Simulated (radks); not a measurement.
Results of a calculation; reference values are marked as such.
Valence configurations of neutral iron (all share [Ar]). Code: a radial shooting solver on a logarithmic mesh with Libxc functionals. Model: scalar-relativistic Kohn-Sham, r2SCAN, spin-polarised, spherical densities, finite nucleus; open shells are filled with parallel spins first; meta-GGA in the generalised Kohn-Sham scheme; Fermi nuclear charge, rms radius 3.7377 fm. Energies are relative to 3d6 4s2; eigenvalues in eV for spin up.

3d6 4s2: E (eV) 0.000; moment (Bohr magnetons) 4; e(3d) -9.483; e(4s) -5.860
3d5 4s2 4p1: E (eV) 4.705; moment (Bohr magnetons) 6; e(3d) -16.566; e(4p) -3.095; e(4s) -8.426
3d3 4s2 4p3: E (eV) 43.171; moment (Bohr magnetons) 6; e(3d) -31.252; e(4p) -5.927; e(4s) -12.793
3d5.5 4s2 4p0.5: E (eV) 1.962; moment (Bohr magnetons) 5; e(3d) -12.929; e(4p) -2.265; e(4s) -7.167
3d6 4s1 4p1: E (eV) 2.543; moment (Bohr magnetons) 6; e(3d) -10.733; e(4p) -2.605; e(4s) -7.386
3d7 4s1: E (eV) 1.023; moment (Bohr magnetons) 4; e(3d) -5.113; e(4s) -5.102
3d6 4s1.5 4p0.5: E (eV) 1.613; moment (Bohr magnetons) 5; e(3d) -10.217; e(4p) -2.078; e(4s) -6.738
3d4.5 4s2 4p1.5: E (eV) 12.127; moment (Bohr magnetons) 6; e(3d) -20.085; e(4p) -3.844; e(4s) -9.569
3d6 4p2: E (eV) 7.291; moment (Bohr magnetons) 6; e(3d) -12.221; e(4p) -3.274
3d5.5 4s1.5 4p1: E (eV) 3.461; moment (Bohr magnetons) 6; e(3d) -13.551; e(4p) -2.876; e(4s) -7.944

NIST lists [Ar] 3d6 4s2 as the ground configuration; this level of theory agrees among the configurations tried. The energies are those of spherical high-spin densities, not of single terms.
